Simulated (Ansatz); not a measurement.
`C[O][GaH][SeH]` + H₂ → `C[O][GaH2]` + H₂Se  (hydrogenolysis of a Ga–Se bond)

Program: Ansatz. Geometries: PBE0-D4/def2-TZVP. ΔE: electronic, gas phase. CBS: MP2 limit from def2 TZ/QZ plus the TZ coupled-cluster correction, frozen cores. This one scheme is used for every species. For Ga, Se outer-core shells are correlated without core-valence functions, which leaves a few kJ/mol of doubt a bond. Scalar relativity is left out up to krypton. Each species was taken in one conformer, which may not be the lowest.

`C[O][GaH][SeH]`:

Cartesian coordinates in Å:
```
C 1.063 1.097 0.435
O 0.360 -0.119 0.429
Ga -0.969 -0.464 -0.705
Se -1.892 -2.564 -0.419
H 0.959 1.583 1.411
H 2.129 0.911 0.262
H 0.717 1.803 -0.331
H -1.411 0.593 -1.760
H -0.956 -2.840 0.680
```

H₂:

Z-matrix (Å, degrees):
```
H
H 1 0.746
```

`C[O][GaH2]`:

Cartesian coordinates in Å:
```
C -0.030 -0.376 1.167
O -0.702 0.319 0.152
Ga -0.059 0.533 -1.496
H 0.148 0.287 2.021
H 0.941 -0.779 0.846
H -0.643 -1.215 1.517
H 1.340 -0.111 -1.770
H -0.995 1.342 -2.438
```

H₂Se:

```xyz
3

Se    0.392    0.432    0.358
H     0.382   -0.032   -1.034
H    -0.774   -0.400    0.675
```

| species | CCSD(T)/CBS(def2) energy (Eh) |
| --- | --- |
| `C[O][GaH][SeH]` | -4440.92521 |
| H₂ | -1.17544 |
| `C[O][GaH2]` | -2040.16771 |
| H₂Se | -2401.89790 |

Q: Work out ΔE.

A: ΔE = (-2040.16771) + (-2401.89790) − (-4440.92521) − (-1.17544) = 0.03504 Eh = +0.95 eV.

Largest T1 diagnostic among the species: 0.015.

Leaving LDA and LC-ωPBE aside and taking each functional with its dispersion term where it has one, the values, not all of them listed here, spread over 0.19 eV, from B97M-V to r2SCAN-D4. The D4 term adds +0.08 eV with B3LYP and +0.05 eV with PBE0; it sums over pairs of atoms, weighted by their polarisabilities, and B3LYP, whose exchange is more repulsive, gets the larger term.

B3LYP here is the variant with VWN-RPA as its local correlation; programs differ in this.
